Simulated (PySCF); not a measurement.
Structure with atom numbers: `[CH3:1][O:2][CH2:3][C:4](=[O:5])[SiH2:6][N:7]([SiH3:8])[SiH3:9]`; H(Xn) means a hydrogen on atom n.

[PySCF 2.14.0 with density-fitted response routines: GIAO PBE0/pcSseg-1 shieldings; structure optimised with GFN2-xTB; fast rotation and ring inversion assumed for equivalent nuclei; single conformer; isolated molecule; non-relativistic Hamiltonian]

Scale: ¹³C and ¹H and ²⁹Si vs TMS; H2O for ¹⁷O; ¹⁵N against NH3 (reference shieldings calculated alike).

```csv
atoms,nucleus,count,Hirshfeld charge,δ (ppm)
O2,¹⁷O,1,-0.13,?
H(Si6),¹H,2,-0.08,5.20
Si8/Si9,²⁹Si,2,0.33,?
N7,¹⁵N,1,-0.35,?
H(C3),¹H,2,0.06,?
H(Si8)/H(Si9),¹H,6,-0.08,4.81
C1,¹³C,1,-0.04,62.8
C4,¹³C,1,0.09,262.4
Si6,²⁹Si,1,0.34,-53.5
H(C1),¹H,3,0.05,3.56
O5,¹⁷O,1,-0.16,820.6
C3,¹³C,1,-0.01,87.9
```

Question: Fill in the missing shifts.

Answer: 
- H(C3): 4.03 ppm, hydrogen on an sp3 CH2 bonded to O, α to a carbonyl; its carbon carries O, which withdraws density
- O2: 7.5 ppm, ether oxygen
- Si8/Si9: -50.8 ppm, silicon bonded to N, 3 H
- N7: -25.0 ppm, nitrogen bonded to 3 Si

Shifts are as computed. Against solution values, carbons near 30 ppm lie about +3 ppm off and those near 130 ppm about +5 ppm. Of 1211 compounds with measured shifts, 218 miss one by over three times the rms of a fit or turn the order of signals round; such compounds aren't used in these exercises. Unscaled 17O shifts of doubly bonded oxygen tend to come out too high, by tens of ppm or more. Experimental scales use liquid or dissolved standards, which lie at an offset from isolated NH3 (liquid NH3: subtract about 20 ppm) and H2O (liquid H2O: subtract about 36 ppm).
